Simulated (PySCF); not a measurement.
C4H5Si, SMILES C1C=C[SiH2][C]=1, doublet (PBE0/def2-SVP optimised geometry):

```
10

C      0.998    -0.285     0.000
C      1.469    -0.855    -1.111
C      0.405    -1.333    -2.042
C     -0.882    -1.144    -1.675
Si    -0.873    -0.285     0.000
H      2.528    -0.985    -1.364
H      0.698    -1.815    -2.982
H     -1.717    -1.466    -2.301
H     -1.469     1.083     0.000
H     -1.469    -1.083     1.111
```

Calculation: unrestricted PBE0/def2-TZVP run with PySCF.

Problem. What are the frontier orbital energies (α orbitals alone; a β orbital can be the lowest empty one) and the dipole moment?

Solution. HOMO-2 -9.13 eV, HOMO-1 -7.36 eV, HOMO -7.02 eV, LUMO -1.72 eV, LUMO+1 0.61 eV; dipole moment 1.15 D.

On the same geometry unrestricted PBE/def2-TZVP (PySCF) gives HOMO-2 -7.79 eV, HOMO-1 -5.99 eV, HOMO -5.90 eV, LUMO -2.65 eV, LUMO+1 -0.22 eV; dipole moment 1.17 D.

Meta-Löwdin charges at PBE0/def2-TZVP: C1 -0.25, C2 -0.13, C3 -0.09, C4 -0.37, Si5 0.61, H6 0.13, H7 0.12, H8 0.13, H9 -0.08, H10 -0.08.
